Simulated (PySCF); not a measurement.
Problem. Write Cartesian coordinates for `C[S][AlH][AsH]C` as optimised with PBE0-D3(BJ)/def2-SVP.

Solution. 
```xyz
13
C2H8AlAsS angstrom
C     -2.8054   -0.0299    0.1576
S     -2.2183   -0.2915   -1.5544
Al    -0.0597   -0.4834   -1.3060
As     0.8443   -0.4383    0.9496
C      2.7177    0.0288    0.4849
H     -2.3431   -0.7340    0.8633
H     -3.8907   -0.1973    0.1571
H     -2.6078    0.9994    0.4867
H      0.7850   -0.7319   -2.6279
H      0.3339    0.9902    1.1422
H      3.2512    0.2837    1.4111
H      3.1937   -0.8599    0.0472
H      2.8050    0.8638   -0.2217
```

Any rigid rotation of these coordinates is as good. Atoms count from 1 in this order. As4 (arsenic bonded to Al, C and H) is pyramidal (angles 97.9°, 97.2° and 90.6°, sum 285.7°, 0.98 Å off the plane of its three neighbours). S2 (sulfur bonded to Al and C) is bent (angle 102.9°). Of the pairs four or more bonds apart, As4···H6 is among the closest relative to their van der Waals radii: 3.20 Å, 105 % of the sum of Bondi's values. Al3 (aluminium bonded to As, S and H) is planar (angles 125.3°, 118.2° and 116.4°, sum 359.9°, 0.04 Å off the plane of its three neighbours).

Bonds between heavy atoms (Å): C1–S2 1.829, S2–Al3 2.181, Al3–As4 2.430, As4–C5 1.986.

Level of theory: PBE0-D3(BJ)/def2-SVP geometry optimisation, gas phase (PySCF 2.14.0).

Point group: C1 (no symmetry element, even within 0.4 Å). Stationary, but not proved a minimum. One conformer, not necessarily the lowest (C1–S2–Al3–As4 3°, S2–Al3–As4–C5 -160°).
